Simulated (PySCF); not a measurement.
**[Zr(OH)3(N(CH3)2)] (charge 0, multiplicity 1)**

Level of theory: TPSSh-D3(BJ)/def2-TZVP // BP86-D3(BJ)/def2-SVP run with PySCF.

The HOMO comes out as -5.34 eV. The dipole moment is 0.84 D, the HOMO–LUMO gap is 5.11 eV and the LUMO is -0.23 eV. The charge on the central atom (Mulliken) is 1.71 e, the total energy is -409.4953 Ha and the cost comes out as roughly 15 core-minutes.

```xyz
16

Zr     0.3793     0.1797    -0.0703
O      0.1488    -0.1615    -1.9779
H     -0.3111    -0.4156    -2.7903
O      0.5536    -1.3846     1.0829
H      0.2705    -2.1543     1.5960
O     -1.1190     1.2623     0.5619
H     -1.5529     2.0411     0.9380
N      2.1260     1.2448     0.1308
C      2.9059     1.2544     1.3561
C      2.6584     2.1183    -0.9000
H      3.9637     0.9329     1.1816
H      2.9478     2.2698     1.8255
H      2.4704     0.5575     2.1038
H      2.6850     3.1897    -0.5768
H      3.7040     1.8391    -1.1855
H      2.0392     2.0608    -1.8204
```
Charge 0, spin multiplicity 1.
